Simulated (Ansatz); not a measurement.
The same atomization along the group B, Al, Ga, In.

Gas-phase electronic energies from Ansatz, PBE0-D4/def2-TZVP geometries. CBS: MP2 limit from def2 TZ/QZ plus the TZ coupled-cluster correction, frozen cores. This one scheme is used for every species, atoms too. Functionals use def2-TZVPP. B3LYP here is the variant with VWN-RPA as its local correlation; programs differ in this. Open shells (•) are unrestricted, without spin–orbit coupling. Spin–orbit coupling would lower the free atoms: a little for Al, B, C, F; clearly for Ga; strongly for In. Elements past krypton have def2 core potentials. For Ga, In outer-core shells are correlated without core-valence functions, so the limit isn't a true one: a few kJ/mol of doubt a bond, and 10 to 20 or more in all where bonds break to atoms. Scalar relativity is left out up to krypton.

```csv
reaction,CCSD(T)/CBS(def2) (kcal/mol)
`CB(F)F` → C• + 2 F• + 3 H• + B•,716.6
`[CH3][Al]([F])[F]` → C• + 2 F• + 3 H• + Al•,667.5
`[CH3][Ga]([F])[F]` → C• + 2 F• + 3 H• + Ga•,605.7
`[CH3][In]([F])[F]` → C• + 2 F• + 3 H• + In•,?
```

Q: Fill in the missing values. (Best estimate.)

A: Ansatz gave: `[CH3][In]([F])[F]` → C• + 2 F• + 3 H• + In•: +568.4 kcal/mol.

Largest T1 diagnostic: 0.018, for Al•.

For atomizations the MP2-based limit and the directly extrapolated one differ by several kJ/mol either way, and by 10 to 25 for some Ge, Se and Sn compounds, so smaller differences from it don't rank the levels.
